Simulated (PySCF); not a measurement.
**Gallium: a sound run and one with changed settings**

Sound run: Ga [Ar] 3d10 4s2 4p1, Ga⁺ [Ar] 3d10 4s2. Calculation: PySCF 2.14, in cc-pVDZ-DK (5s4p2d, 27 functions); the spin-free X2C one-electron Hamiltonian (Gaussian nucleus). In the sound run the correlated levels freeze [Ar] 3d10. The sound run starts from symmetry-adapted Hartree-Fock orbitals and uses a fine grid where one is needed.

Changed run: basis STO-3G, all-electron and non-relativistic. This setting is unsound on purpose.

| species | method | sound run (hartree) | changed run (hartree) | converged |
| --- | --- | --- | --- | --- |
| Ga | UHF | -1942.08407 | -1900.72850 | yes |
| Ga | B3LYP | -1943.79184 | -1901.90165 | yes |
| Ga | M06-L | -1943.65971 | -1901.95495 | yes |
| Ga | MP2 | -1942.11277 | -1900.74261 | yes |
| Ga | CCSD(T) | -1942.12752 | -1900.75372 | yes |
| Ga⁺ | UHF | -1941.88168 | -1900.61973 | yes |
| Ga⁺ | B3LYP | -1943.57184 | -1901.76648 | yes |
| Ga⁺ | M06-L | -1943.45102 | -1901.81859 | yes |
| Ga⁺ | MP2 | -1941.90512 | -1900.64155 | yes |
| Ga⁺ | CCSD(T) | -1941.91730 | -1900.65720 | yes |

Ionisation energy of Ga:

| method | sound run (eV) | changed run (eV) |
| --- | --- | --- |
| UHF | 5.507 | 2.960 |
| B3LYP | 5.987 | 3.678 |
| M06-L | 5.679 | 3.710 |
| MP2 | 5.650 | 2.750 |
| SCS-MP2 | 5.629 | 2.708 |
| CCSD | 5.708 | 2.626 |
| CCSD(T) | 5.720 | 2.626 |

A minimal basis cannot let orbitals breathe on ionisation and holds almost no correlation. The Hamiltonian changed with the basis, so the totals do not compare.

For comparison, NIST gives 5.999 eV between the lowest levels.
